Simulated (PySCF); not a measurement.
# Quadrupolar nuclei of GeFCl3 in NMR

Compound: GeFCl3.
Z-matrix (Å and degrees, PBE0-D3(BJ)/def2-SVP geometry), rows numbered from 1:
```
Ge
F   1  1.7167
Cl  1  2.1149  2  107.94
Cl  1  2.1170  2  107.70  3  -119.91
Cl  1  2.1172  2  107.95  3   119.80
```

Computed at PBE0/pcSseg-1 (pcSseg-2 on Ge) (PySCF, non-relativistic):

| atom | environment | nucleus | spin I | Q (b) | CQ = χzz (MHz) | η |
| --- | --- | --- | --- | --- | --- | --- |
| Ge1 | germanium bonded to 3 Cl and F | 73Ge | 9/2 | -0.196 | -1.426 | 0.259 |
| Cl3 | chlorine bonded to Ge | 35Cl | 3/2 | -0.0817 | -54.874 | 0.016 |

Question: Work back to Vxx, Vyy and Vzz; CQ/MHz = 234.96 (Q/b)(Vzz/au).

Answer: Vxx = −Vzz(1 − η)/2 and Vyy = −Vzz(1 + η)/2, in au:

```tsv
atom	Vxx (au)	Vyy (au)	Vzz (au)	Vzz (10²¹ V/m²)
Ge1	-0.011	-0.019	0.031	0.30
Cl3	-1.407	-1.452	2.859	27.78
```

Question: At 14.1 T, set νQ = 3|CQ|/[2I(2I − 1)] beside the Larmor frequency (|g| × 7.62259 MHz/T × B; g(73Ge) = −0.19544, g(35Cl) = 0.54792), and give PQ = |CQ|√(1 + η²/3).

Answer: 
```csv
atom,PQ (MHz),νQ (MHz),ν0 (MHz),νQ/ν0
Ge1,1.442,0.059,21.01,0.003
Cl3,54.88,27.44,58.89,0.466
```

For Ge1: PQ = 1.426 × 1.0111, νQ = 1.426 × 0.0417, ν0 = 1.4897 MHz/T × 14.1 T.

For Cl3 νQ isn't small against ν0, so the high-field expansions of solid-state NMR fail there at this field.

Question: Second-order quadrupolar shift of the central transition's centre of gravity (half-integer spins, νQ < ν0/10) at 14.1 and 18.8 T.

Answer: δ = −(3/40)(PQ/ν0)² [I(I + 1) − 3/4]/[I²(2I − 1)²], in ppm:

```json
{"site": "73Ge at Ge1", "14.1 T": "-6.55", "18.8 T": "-3.68"}
```

Question: Take a correlation time of 3 ps, isotropic tumbling and extreme narrowing. What quadrupolar relaxation rates and linewidths follow?

Answer: Rate = (3π²/10) PQ² τc (2I + 3)/[I²(2I − 1)], the same for T1 and T2; width = rate/π.

```json
{"site": "73Ge at Ge1", "spin factor (2I + 3)/[I²(2I − 1)]": "0.074", "1/T1 (s⁻¹)": "1.37", "T1 (ms)": "731", "linewidth (Hz)": "0.436"}
{"site": "35Cl at Cl3", "spin factor (2I + 3)/[I²(2I − 1)]": "1.333", "1/T1 (s⁻¹)": "35700", "T1 (ms)": "0.028", "linewidth (Hz)": "11400"}
```

Geometry: PBE0-D3(BJ)/def2-SVP; no solvent, vibrations or thermal averaging. The calculation is non-relativistic, for germanium too. The basis is small and wasn't made for field gradients, so the couplings can be 20 % off.
